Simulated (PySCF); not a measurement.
CH₃Be, SMILES [Be][CH3], multiplicity 2. Atoms are numbered in the order given.

```xyz
5

Be     0.0000     0.0000    -1.2619
C      0.0000     0.0000     0.4257
H      0.8885     0.5130     0.8311
H      0.0000    -1.0260     0.8311
H     -0.8885     0.5130     0.8311
```
Charge 0, spin multiplicity 2.

Coordinates come from a PBE-D3(BJ)/def2-TZVPD optimisation. The spin state was assumed, not searched. The isomer is the one that the SMILES or the coordinates give; other isomers of the formula were not compared.

All values below come from PBE/def2-TZVPD (PySCF).

Mulliken values depend strongly on the basis, most of all with diffuse functions as here. ESP charges are fitted to the potential on shells at 1.4 to 2.0 van der Waals radii. Atomic charges (e):

```
atom  Mulliken  ESP fit  Mulliken spin
----  --------  -------  -------------
Be1      -0.09        …           0.94
C2       -0.28        …           0.10
H3        0.13        …          -0.01
H4        0.13        …          -0.01
H5        0.13        …          -0.01
```

Problem. What belongs in the gaps? (The exact figures need the calculation; the answer reports its results.)

Solution. 
- Be1, ESP fit: -0.13
- C2, ESP fit: 0.61
- H3, ESP fit: -0.16
- H4, ESP fit: -0.16
- H5, ESP fit: -0.16
